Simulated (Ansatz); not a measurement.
A nudged elastic band was laid between two geometries of F + F3H2HfN (8 atoms, charge 0, multiplicity 2).

Theory: UKS PBE0/def2-SVP (Ansatz).

```json
{
  "movable images": "7",
  "climbing image": "yes",
  "spring": "5.0 eV/Å²",
  "optimiser": "quadratic models (default)",
  "start path": "through a guess of the saddle point",
  "force threshold": "0.05 eV/Å",
  "iteration limit": "60",
  "end points": "relaxed"
}
```

First end point:

```xyz
8
Properties=species:S:1:pos:R:3
Hf -0.011 -0.034 -0.044
F -0.072 -0.083 1.873
F 1.753 -0.032 -0.785
F -0.901 1.511 -0.741
N -0.959 -1.686 -0.703
H -1.524 -2.312 -0.132
H -0.978 -2.024 -1.663
F 0.004 -0.001 4.215
```

Last end point:

```xyz
8
Properties=species:S:1:pos:R:3
Hf 0.082 0.139 0.720
F 0.929 1.575 1.661
F 1.549 -0.494 -0.351
F -1.309 1.086 -0.212
N -0.976 -1.696 -0.466
H -1.812 -2.209 -0.163
H -0.667 -2.097 -1.360
F -0.485 -0.962 2.192
```

Q: What changes between the two ends?

A: Bonds formed: Hf1–F8. F + F3H2HfN becomes F4H2HfN.

Q: What energy profile does the band end with?

A: The forces met the threshold. The highest image is number 0 of 0 to 8, 0.000 eV above the first end and 3.213 eV above the last; the last end lies 3.213 eV below the first. The highest image is an end point: on this band no image between the ends rises above it.

```tsv
image	path coordinate (Å)	energy (eV)	Hf1–F8 (Å)
0	0.00	0.000	4.26
1	0.08	0.000	4.27
2	0.93	-0.012	4.11
3	1.78	-0.065	3.59
4	2.63	-0.266	2.72
5	3.49	-2.196	1.99
6	4.34	-2.977	1.94
7	5.19	-3.135	1.93
8	6.05	-3.213	1.92
```

Time of the run: 17 min on 4 threads of Arm Neoverse V2, on a shared host, peak memory 0.39 GiB.
